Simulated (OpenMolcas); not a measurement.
**3d⁵ along the 23-electron sequence**

```json
{"Program": "OpenMolcas", "Method": "MS-CASPT2, IPEA 0.25 Eh, imaginary shift 0.1 Eh", "Basis": "ANO-RCC-VQZP", "Scalar Hamiltonian": "DKH2, point nucleus", "Spin-orbit coupling": "RASSI with atomic mean-field integrals over the reference wave functions, term energies averaged over their components"}
```

Active space for each ion: 5 electrons in 10 orbitals (3d 4d); closed shells correlated by CASPT2: 3s 3p.

Computed levels in cm-1 above ⁶S_5/2:

```csv
Level,Fe3+,Co4+,Ni5+,Cu6+
⁴G_5/2,33380,38560,43170,47810
⁴G_7/2,33420,38630,43270,47950
⁴G_9/2,33460,38670,43340,48050
⁴G_11/2,33460,38680,43340,48040
⁴P_5/2,36900,42630,47620,52630
⁴P_3/2,36970,42740,47800,52900
⁴P_1/2,37040,42870,48020,53300
⁴D_7/2,40170,46370,51830,57410
⁴D_1/2,40210,46470,52020,57710
weight of ⁶S in the lowest level (%),100,100,100,100
```

Measured, with the error of the calculation in %. Measured levels: Fe3+ from Corliss and Sugar, J. Phys. Chem. Ref. Data 11, 135 (1982); Co4+ from Sugar and Corliss, J. Phys. Chem. Ref. Data 10, 1097 (1981); Ni5+ from Corliss and Sugar, J. Phys. Chem. Ref. Data 10, 197 (1981); Cu6+ from the list in Gamrath, thesis, University of Mons (2023).

```json
{"Level": "⁴G_11/2", "Fe3+": "32246 (+3.8)", "Co4+": "37218 (+3.9)", "Ni5+": "41921 (+3.4)", "Cu6+": ""}
{"Level": "⁴P_5/2", "Fe3+": "35254 (+4.7)", "Co4+": "40753 (+4.6)", "Ni5+": "45884 (+3.8)", "Cu6+": "50732 (+3.7)"}
{"Level": "⁴P_3/2", "Fe3+": "35333 (+4.6)", "Co4+": "40891 (+4.5)", "Ni5+": "46104 (+3.7)", "Cu6+": "51067 (+3.6)"}
{"Level": "⁴P_1/2", "Fe3+": "35407 (+4.6)", "Co4+": "41024 (+4.5)", "Ni5+": "46325 (+3.7)", "Cu6+": "51407 (+3.7)"}
{"Level": "⁴D_7/2", "Fe3+": "38779 (+3.6)", "Co4+": "44709 (+3.7)", "Ni5+": "50331 (+3.0)", "Cu6+": "55742 (+3.0)"}
{"Level": "⁴D_1/2", "Fe3+": "38897 (+3.4)", "Co4+": "44908 (+3.5)", "Ni5+": "", "Cu6+": "56210 (+2.7)"}
```

⁴G_5/2 changes by a factor of 1.43 over the same range, with steps per unit of Z of +5180, +4610, +4640 cm-1.

CASPT2 breaks the degeneracy within a term, and the mean is taken; among the terms shown or strongly mixed into the levels shown the widest spread is 230 cm-1 (3d⁵ ⁴G, Cu6+). Active for correlation alone: 4d; no level in the range computed is led by a configuration that fills it, so any true level of that kind is missing. Computed and measured levels are paired by configuration, term and J; levels that our copy of the source lacks, or whose pairing is in doubt (as where it misses far off the trend of its configuration), stay unpaired and out of the deviations. Levels of configurations outside the active space are missing.
